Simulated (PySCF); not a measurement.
**TlN: everyday levels beside a composite calculation**

PySCF; the state is a triplet (π ↑↑). The composite is CCSD(T) extrapolated to the basis-set limit from two correlation-consistent sets, with core-valence (CV) and scalar-relativistic (SR) terms as its label shows; it has no spin–orbit coupling and nothing beyond (T). Here it is CCSD(T)/CBS(DT). It gives Re = 2.306 Å, ωe = 397 cm⁻¹ and De = 1.54 eV to Tl + N.

```
       level                       basis                           relativity  Re (Å)  ωe (cm⁻¹)  De (eV)
        ROHF                   def2-SVPD  scalar-relativistic core potentials   2.303        440    -0.14
ROHF-SCS-MP2                    def2-SVP  scalar-relativistic core potentials   2.324        413     0.80
   ROHF-CCSD                   def2-SVPD  scalar-relativistic core potentials   2.339        398     1.12
ROHF-CCSD(T)          cc-pVDZ-PP/cc-pVDZ  scalar-relativistic core potentials   2.356        368     0.87
ROHF-CCSD(T)                x2c-TZVPPall                        spin-free X2C   2.316        393     1.33
      r²SCAN                    def2-SVP  scalar-relativistic core potentials   2.336        395     1.47
      r²SCAN                   def2-SVPD  scalar-relativistic core potentials   2.334        401     1.64
        PBE0  aug-cc-pVDZ-PP/aug-cc-pVDZ  scalar-relativistic core potentials   2.329        401     1.65
       B97-3          cc-pVDZ-PP/cc-pVDZ  scalar-relativistic core potentials   2.344        388     1.49
   CAM-B3LYP  aug-cc-pVDZ-PP/aug-cc-pVDZ  scalar-relativistic core potentials   2.319        409     1.67
```

Q: Give the difference of each row from the composite.

A: 

```csv
level,basis,ΔRe (pm),Δωe (%),ΔDe (eV)
ROHF,def2-SVPD,-0.3,+10.8,-1.68
ROHF-SCS-MP2,def2-SVP,+1.8,+4.0,-0.74
ROHF-CCSD,def2-SVPD,+3.3,+0.3,-0.42
ROHF-CCSD(T),cc-pVDZ-PP/cc-pVDZ,+5.0,-7.3,-0.67
ROHF-CCSD(T),x2c-TZVPPall,+1.0,-1.0,-0.21
r²SCAN,def2-SVP,+3.0,-0.5,-0.07
r²SCAN,def2-SVPD,+2.8,+1.0,+0.10
PBE0,aug-cc-pVDZ-PP/aug-cc-pVDZ,+2.3,+1.0,+0.11
B97-3,cc-pVDZ-PP/cc-pVDZ,+3.8,-2.3,-0.05
CAM-B3LYP,aug-cc-pVDZ-PP/aug-cc-pVDZ,+1.3,+3.0,+0.13
```

Q: Which rows come closest in De?

A: B97-3 in cc-pVDZ-PP/cc-pVDZ (-0.05 eV), counted from the composite.

Correlated steps freeze the inner cores (5 to 35 orbitals); shallow outer-core shells are correlated. Correlated levels converge slowly with the basis: in double zeta they bind strong bonds too weakly, by up to about 1 eV, and carry superposition errors of some tenths. Spin–orbit coupling is left out, which matters for elements this heavy, above all for dissociation energies. A negative De means that the minimum lies above the separated atoms at that level. The state is the lowest determinant that a PBE0 search found; another state may lie lower at other levels.
